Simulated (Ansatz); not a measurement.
CH5GaOSi (`[CH2]1O[SiH2][GaH]1`) at its PBE0-D4/def2-TZVP geometry, where that method's forces vanish. Total charge 0; spin multiplicity 1.

```xyz
9

C    -0.1677    1.2302   -0.1777
O    -1.1904    0.2213   -0.1347
Si   -0.5493   -1.3018    0.1233
Ga    1.4476    0.0408    0.1234
H    -0.3496    1.9781    0.6018
H    -0.1944    1.7466   -1.1435
H    -0.8920   -2.2306   -0.9940
H    -1.1023   -1.9191    1.3649
H     2.9982    0.2346    0.2365
```

Problem. What forces (eV/Å) does B3LYP-D4/def2-TZVPP give on these atoms in Ansatz 0.2.0? (Best estimate.)

Solution. The calculation gave: 
```
C1   0.024  0.471 -0.061
O2  -0.187 -0.138  0.001
Si3 -0.152 -0.305  0.026
Ga4  0.237 -0.060  0.030
H5   0.017 -0.037 -0.052
H6   0.007 -0.023  0.062
H7   0.019  0.049  0.064
H8   0.031  0.030 -0.070
H9   0.005  0.012 -0.002
```

B3LYP here is the variant with VWN-RPA as its local correlation; programs differ in this.
